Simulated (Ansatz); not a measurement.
Molecule: bromo(dimethyl)borane, C2H6BBr, charge 0, multiplicity 1. 
Coordinates optimised at B3LYP-D3(BJ)/def2-TZVP (Ansatz, a program for electronic structure):
```xyz
10

B      0.0527    -0.8823     0.2908
C      1.4306    -1.6002     0.1932
C     -1.2428    -1.5454     0.8436
Br    -0.0577     0.9664    -0.3186
H      2.2899    -0.9325     0.2463
H      1.4712    -2.0877    -0.7907
H      1.5355    -2.3970     0.9335
H     -1.2656    -1.3557     1.9257
H     -1.2352    -2.6315     0.7240
H     -2.1663    -1.1362     0.4356
```
Charge 0, spin multiplicity 1.

Basis-set convergence of Hartree-Fock and CCSD(T) correlation energies (hartree) with Ansatz. Cores are frozen in the correlated levels unless marked. No spin-orbit coupling. Frozen are the shells of the preceding noble gas and the d and f shells that filled before the atom's block. Non-relativistic.

| basis | functions | E(HF) | E(corr, CCSD(T)) |
|---|---|---|---|
| aug-cc-pVDZ | 159 | -2676.36943 | -0.57832 |
| aug-cc-pVTZ | 335 | (withheld) | (withheld) |

Task: Complete the blanks.

Result: 
- aug-cc-pVTZ, E(HF): -2676.46967
- aug-cc-pVTZ, E(corr, CCSD(T)): -0.70151
